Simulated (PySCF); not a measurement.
C₂H₃O₂, charge -1, singlet, geometry from GFN2-xTB; WB97X-V/def2-SVPD in PySCF.

The PySCF input:
```python
from pyscf import gto, scf, dft

mol = gto.M(
    atom='''
C     0.115006    0.052011   -0.053020
O     0.262587    1.216662   -0.495616
O    -1.208255   -0.243273    0.453609
H    -1.686173    0.584178    0.317914
C     0.980943   -0.979983    0.033437
H     0.680039   -1.927420    0.448958
H     1.995774   -0.876036   -0.313310
''',
    basis='def2-svpd',
    charge=-1,
    spin=0,
    verbose=4,
)

mf = dft.RKS(mol)
mf.xc = 'wb97x_v'
mf.grids.atom_grid = (99, 590)
mf.grids.prune = None
mf.kernel()
```

Output, abridged:

```
PySCF version 2.14.0

[INPUT] verbose = 4
[INPUT] num. atoms = 7
[INPUT] num. electrons = 32
[INPUT] charge = -1
[INPUT] spin (= nelec alpha-beta = 2S) = 0
[INPUT] symmetry False subgroup None
[INPUT] Mole.unit = angstrom
[INPUT] Symbol           X                Y                Z      unit          X                Y                Z       unit  Magmom
[INPUT]  1 C      0.115006000000   0.052011000000  -0.053020000000 AA    0.217329842682   0.098286545465  -0.100193279124 Bohr   0.0
[INPUT]  2 O      0.262587000000   1.216662000000  -0.495616000000 AA    0.496217513871   2.299157966166  -0.936578502952 Bohr   0.0
[INPUT]  3 O     -1.208255000000  -0.243273000000   0.453609000000 AA   -2.283271038636  -0.459719343501   0.857196777638 Bohr   0.0
[INPUT]  4 H     -1.686173000000   0.584178000000   0.317914000000 AA   -3.186405168636   1.103936427996   0.600770391165 Bohr   0.0
[INPUT]  5 C      0.980943000000  -0.979983000000   0.033437000000 AA    1.853713613809  -1.851899476730   0.063186772427 Bohr   0.0
[INPUT]  6 H      0.680039000000  -1.927420000000   0.448958000000 AA    1.285087464023  -3.642295927009   0.848407661432 Bohr   0.0
[INPUT]  7 H      1.995774000000  -0.876036000000  -0.313310000000 AA    3.771466266528  -1.655468115259  -0.592070092087 Bohr   0.0

nuclear repulsion = 112.519896465507
number of shells = 46
number of NR pGTOs = 156
number of NR cGTOs = 110
basis = def2-svpd
ecp = {}

******** <class 'pyscf.dft.rks.RKS'> ********
method = RKS
initial guess = minao
damping factor = 0
level_shift factor = 0
DIIS = <class 'pyscf.scf.diis.CDIIS'>
diis_start_cycle = 1
diis_space = 8
diis_damp = 0
SCF conv_tol = 1e-09
SCF conv_tol_grad = None
SCF max_cycles = 50
direct_scf = True
direct_scf_tol = 1e-13
XC library pyscf.dft.libxc version 7.1.2
    S. Lehtola, C. Steigemann, M. J. T. Oliveira, and M. A. L. Marques,  SoftwareX 7, 1–5 (2018)
XC functionals = wb97x_v
    N. Mardirossian and M. Head-Gordon,  Phys. Chem. Chem. Phys. 16, 9904–9924 (2014)
radial grids:
    Treutler-Ahlrichs [JCP 102, 346 (1995); DOI:10.1063/1.469408] (M4) radial grids

becke partition: Becke, JCP 88, 2547 (1988); DOI:10.1063/1.454033
pruning grids: None
grids dens level: 3
symmetrized grids: False
atomic radii adjust function: <function treutler_atomic_radii_adjust>
User specified grid scheme (99, 590)
** Following is NLC and NLC Grids **
NLC functional = wb97x_v
radial grids:
    Treutler-Ahlrichs [JCP 102, 346 (1995); DOI:10.1063/1.469408] (M4) radial grids

becke partition: Becke, JCP 88, 2547 (1988); DOI:10.1063/1.454033
pruning grids: <function nwchem_prune>
grids dens level: 3
symmetrized grids: False
atomic radii adjust function: <function treutler_atomic_radii_adjust>
small_rho_cutoff = 0
Set gradient conv threshold to 3.16228e-05
Initial guess from minao.
tot grids = 408872
tot grids = 85824
init E= -228.603853722721
  HOMO = -0.239326497383587  LUMO = 0.0497626728773026  gap/eV = 7.86652
cycle= 1 E= -228.076273807569  delta_E= 0.528  |g|= 0.923  |ddm|=  3.3
  HOMO = 0.0409651264761193  LUMO = 0.24666538137006  gap/eV = 5.59739
cycle= 2 E= -228.041699345395  delta_E= 0.0346  |g|= 1.09  |ddm|= 2.97
  HOMO = -0.0614600751886281  LUMO = 0.236835519616142  gap/eV = 8.11704
cycle= 3 E= -228.252401490775  delta_E= -0.211  |g|= 0.122  |ddm|= 1.84
  HOMO = -0.0763541692508394  LUMO = 0.236643273651791  gap/eV = 8.51709
cycle= 4 E= -228.255208916021  delta_E= -0.00281  |g|= 0.044  |ddm|= 0.162
  HOMO = -0.0787434252705417  LUMO = 0.236705924797135  gap/eV = 8.58381
cycle= 5 E= -228.255602665691  delta_E= -0.000394  |g|= 0.0132  |ddm|= 0.0697
  HOMO = -0.0772226592715102  LUMO = 0.236272557577648  gap/eV = 8.53064
cycle= 6 E= -228.255643526754  delta_E= -4.09e-05  |g|= 0.00376  |ddm|= 0.025
  HOMO = -0.0778499916178514  LUMO = 0.236191491207649  gap/eV = 8.54550
cycle= 7 E= -228.255649231383  delta_E= -5.7e-06  |g|= 0.00113  |ddm|= 0.0109
  HOMO = -0.077861211846149  LUMO = 0.23614204008512  gap/eV = 8.54446
cycle= 8 E= -228.255650016846  delta_E= -7.85e-07  |g|= 0.000411  |ddm|= 0.00442
  HOMO = -0.0777639081807662  LUMO = 0.236142354172031  gap/eV = 8.54182
cycle= 9 E= -228.255650147235  delta_E= -1.3e-07  |g|= 0.000158  |ddm|= 0.00161
  HOMO = -0.0777680897194575  LUMO = 0.236136510116212  gap/eV = 8.54178
cycle= 10 E= -228.25565016708  delta_E= -1.98e-08  |g|= 2.78e-05  |ddm|= 0.000695
  HOMO = -0.07776673091987  LUMO = 0.236136657400448  gap/eV = 8.54175
cycle= 11 E= -228.255650167787  delta_E= -7.07e-10  |g|= 1.07e-05  |ddm|= 0.000154
  HOMO = -0.0777656914905043  LUMO = 0.236136541328032  gap/eV = 8.54171
Extra cycle  E= -228.255650167826  delta_E= -3.87e-11  |g|= 9.15e-06  |ddm|= 4.24e-05
converged SCF energy = -228.255650167826
```
